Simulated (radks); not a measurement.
Question: The zirconium ion Zr21+, configuration [Ar] 3d1. Method: Dirac Kohn-Sham, relativistic LDA (MacDonald-Vosko exchange, VWN5 correlation), spin-unpolarised, spherical densities, finite nucleus; open shells fill j = l - 1/2 first; Fermi nuclear charge, rms radius 4.2694 fm; computed with a radial shooting solver on a logarithmic mesh with Libxc functionals.

Spin-orbit splittings of the eigenvalues, e(l+1/2) - e(l-1/2), with zeta = 2 splitting/(2l+1) and mean radii in bohr:

| shell | occ. | splitting (eV) | zeta (eV) | <r> j=l-1/2 | <r> j=l+1/2 |
|---|---|---|---|---|---|
| 2p | 6 | 85.96 | 57.31 | 0.1380 | 0.1422 |
| 3p | 6 | 18.10 | 12.07 | 0.4028 | 0.4101 |
| 3d | 1 | ? | ? | 0.3677 | 0.3699 |

Estimate the 3d splitting.

Answer: 3.856 eV (zeta = 1.542 eV).
